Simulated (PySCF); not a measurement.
Computed shifts of a molecule C2H4BNO2, B3LYP/pcSseg-1 (PySCF), GIAO, gas phase, atoms alike by connectivity averaged where their shifts nearly agree, in ppm (number of nuclei): ¹H: 4.61 (1), 4.24 (3). ¹⁵N: 75.0 (1). ¹³C: 127.2 (1), 62.2 (1). References: ¹¹B against BF3 (σ = 86.3 ppm); ¹H against TMS (σ = 31.68 ppm); ¹⁵N against NH3 (σ = 265.5 ppm); ¹³C against TMS (σ = 181.3 ppm); ¹⁷O against H2O (σ = 333.8 ppm), references at their B3LYP-D3(BJ)/def2-TZVP geometries, non-relativistic. Geometry: B3LYP-D3(BJ)/def2-SVP. The values are those of a single conformer.

Which molecule gave these data?
A. CB(O)N=C=O
B. OB1COC=N1
C. COBN=C=O
D. OB1CN=CO1

C, COBN=C=O
